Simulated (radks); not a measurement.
Values are calculated unless marked as measured or tabulated.
Coulomb parameter of the 4f shell of the thulium ion Tm+ in the model configuration [Xe] 4f13 6s1, as a second difference U = [E(n + 0.5) + E(n - 0.5) - 2 E(n)] / (0.5)^2 with all orbitals relaxed. "Bare": the charge of the atom changes with n. "Screened": the 6s shell takes up the change at fixed total charge, which measures U(4f,4f) + U(6s,6s) - 2 U(4f,6s). Code: a radial shooting solver on a logarithmic mesh with Libxc functionals. Model: scalar-relativistic Kohn-Sham, r2SCAN, spin-unpolarised, spherical densities, finite nucleus; meta-GGA in the generalised Kohn-Sham scheme; Fermi nuclear charge, rms radius 5.2256 fm.

| case | configuration | E - E(n) (eV) |
|---|---|---|
| start | [Xe] 4f13 6s1 | 0.000 |
| bare +0.5 | [Xe] 4f13.5 6s1 | -3.068 |
| bare -0.5 | [Xe] 4f12.5 6s1 | 6.828 |
| screened +0.5 | [Xe] 4f13.5 6s0.5 | 0.343 |
| screened -0.5 | [Xe] 4f12.5 6s1.5 | 1.130 |

U(bare) = 15.040 eV, U(screened by 6s) = 5.894 eV, against the Slater integral F0(4f,4f) = 32.286 eV with frozen orbitals.
